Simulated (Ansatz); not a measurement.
Geometry optimisation, RKS PBE0/def2-SVP in Ansatz.

input.yaml

```yaml
crystal:
  periodic: [false, false, false]
  atoms:
    - { symbol: Si, position_ang: [0.883764, 0.874003, 0.600979] }
    - { symbol: H, position_ang: [0.643863, -1.841732, 0.486556] }
    - { symbol: O, position_ang: [-0.626841, 0.508932, 0.079407] }
    - { symbol: Si, position_ang: [-2.069343, 0.029755, -0.565848] }
    - { symbol: H, position_ang: [1.232249, 0.125553, 1.840533] }
    - { symbol: H, position_ang: [0.910449, 2.338734, 0.870906] }
    - { symbol: H, position_ang: [1.091003, -1.772331, -0.051358] }
    - { symbol: S, position_ang: [2.355375, 0.413808, -0.909252] }
    - { symbol: H, position_ang: [-3.174016, 0.466459, 0.337129] }
    - { symbol: H, position_ang: [-2.102139, -1.456015, -0.699843] }
    - { symbol: H, position_ang: [-2.254677, 0.651365, -1.909109] }
    - { symbol: H, position_ang: [3.110413, -0.338431, -0.080101] }
basis:
  gaussian: { orbitals: def2-SVP }
hamiltonian:
  xc: pbe0
relax:
  f_tol: 0.03
  max_steps: 50
```

Run as:

```bash
$ ansatz run input.yaml --threads 2 --pin off --max-ram 3072MiB --backend cpu --events-out ev --progress --plain --runs-dir out
```

Task: Where does it end, and by what steps?

Result: The forces met the threshold. The force dipped under the threshold on the way, but the program's further checks kept it going. After 40 steps the energy has fallen by 0.309 eV; H7 moved furthest, 1.29 Å.

```csv
step,energy less start (eV),largest force component (eV/Å),accepted
0,0.0000,1.894,yes
2,-0.1863,0.115,yes
4,-0.2269,0.111,yes
6,-0.1745,1.592,no
8,-0.2543,0.324,yes
10,-0.2638,0.055,yes
12,-0.2822,0.088,yes
14,-0.2858,0.033,yes
16,-0.2876,0.030,yes
18,-0.2868,0.295,no
20,-0.2903,0.052,yes
22,-0.2909,0.263,no
24,-0.2917,0.014,yes
26,-0.2931,0.098,yes
28,-0.2944,0.102,yes
30,-0.2996,0.093,yes
32,-0.3024,0.085,yes
34,-0.3054,0.063,yes
36,-0.3071,0.093,yes
38,-0.3080,0.032,yes
40,-0.3085,0.017,yes
```

```xyz
12
Properties=species:S:1:pos:R:3
Si 0.896 1.050 0.611
H 0.799 -2.830 1.016
O -0.526 0.229 0.394
Si -1.808 0.106 -0.665
H 1.520 0.501 1.843
H 0.648 2.515 0.720
H 0.386 -2.194 0.944
S 2.212 0.869 -1.070
H -3.014 -0.287 0.117
H -1.520 -0.933 -1.698
H -2.052 1.419 -1.338
H 2.461 -0.445 -0.875
```

Whether the end is a true minimum wasn't checked by a vibrational analysis.

Time of the run: 95 s on 2 threads of Arm Neoverse V2, on a shared host, peak memory 0.24 GiB.
